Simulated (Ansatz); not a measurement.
Ansatz (a first-principles code) input file for Si(F)(OH)2(SeH) (FH₃O₂SeSi), SMILES F[Si]([SeH])(O)O, PBE/def2-SVPD. Coordinates come from a B3LYP-D3(BJ)/def2-SVP optimisation. The structure was generated by enumeration, and PubChem lists no compound with its InChIKey, so it may never have been made. Other conformers were not sampled.

Ansatz 0.2 input:
```yaml
crystal:
  periodic: [false, false, false]
  atoms:
    - {symbol: O, position_ang: [-1.60421954, -1.20714414, 0.60871443]}
    - {symbol: Si, position_ang: [-0.83332779, 0.07105362, -0.07158688]}
    - {symbol: O, position_ang: [-1.46809873, 1.42458128, 0.62505321]}
    - {symbol: F, position_ang: [-1.10192328, 0.12782971, -1.67141309]}
    - {symbol: Se, position_ang: [1.41421116, -0.15025974, 0.17862643]}
    - {symbol: H, position_ang: [-2.49319303, -1.03354868, 0.94494606]}
    - {symbol: H, position_ang: [-1.04613739, 2.27010719, 0.43187483]}
    - {symbol: H, position_ang: [1.61859542, -0.01244235, -1.27532624]}
basis:
  gaussian:
    orbitals: def2-SVPD
hamiltonian:
  xc: {name: PBE}
```

It prints:

```
WARN ansatz: RAYON_NUM_THREADS=1 ignored (pool sized by the plan → 1); use --threads N
Functional definition: PBE
integrals: 0.11 GiB planned
1426 factors; their error is unknown
mean field: 0.62 GiB planned
mean field evaluation 1: about -80044.3529 eV, gradient 8.5e1 eV
mean field evaluation 2: about -79991.6339 eV, gradient 1.8e2 eV
mean field evaluation 4: about -80056.1015 eV, gradient 1.5e1 eV
mean field evaluation 8: about -80056.4981 eV, gradient 2.3e-1 eV
mean field evaluation 16: about -80056.4600 eV, gradient 2.2e-4 eV
mean field -80056.45996200 eV, -2942.0206393860 hartree, gradient 2.3e-5 eV, S^2 0.000000; 0 other end points of the search recorded, 0 dependent functions left out
reference -80056.46002311 eV, -2942.0206416317 hartree; 38, 38 occupied and 120, 120 virtual orbitals, 1426 factors
Total energy: -80056.46002311 eV, -2942.0206416317 hartree
```

Self-consistency was reached.

Cost: around 5 core-seconds (rough).
